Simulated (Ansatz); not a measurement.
AsS₃, relaxed as a doublet with UKS B3LYP-D4/def2-SVP in Ansatz, starting from the GFN2-xTB geometry. Force threshold 0.02 eV/Å.

The structure comes from a short search, and lower isomers may exist.

Start:

```
atom   x (Å)   y (Å)   z (Å)
 As1  -0.863  -0.441  -0.337
  S2   0.425  -0.222   1.562
  S3   0.535  -0.844  -1.862
  S4  -0.097   1.508   0.636
```

| step | energy (eV) | largest force component (eV/Å) | SCF passes |
| --- | --- | --- | --- |
| 1 | -93332.3780 | 1.822 | 42 |
| 2 | -93332.5322 | 1.092 | 48 |
| 3 | -93332.6059 | 1.840 | 45 |
| 4 | -93332.7134 | 0.371 | 39 |
| 5 | -93332.7258 | 0.054 | 41 |
| 6 | -93332.7272 | 0.022 | 41 |
| 7 | -93332.7272 | 0.021 | 30 |
| 8 | -93332.7273 | 0.003 | 35 |

Force components are those of the run's own axes.

End:

```xyz
4

As   -0.832   -0.518   -0.495
S     0.438   -0.129    1.709
S     0.471   -0.935   -1.999
S    -0.078    1.582    0.785
```

By distances, no bond broke or formed. The bond that changes most is As1–S2, from 2.30 to 2.57 Å (atoms count from 1).

No frequencies were taken in this run, so the end may be a saddle point.

Run time 18 s (4 threads of Arm Neoverse V1 on a shared host).
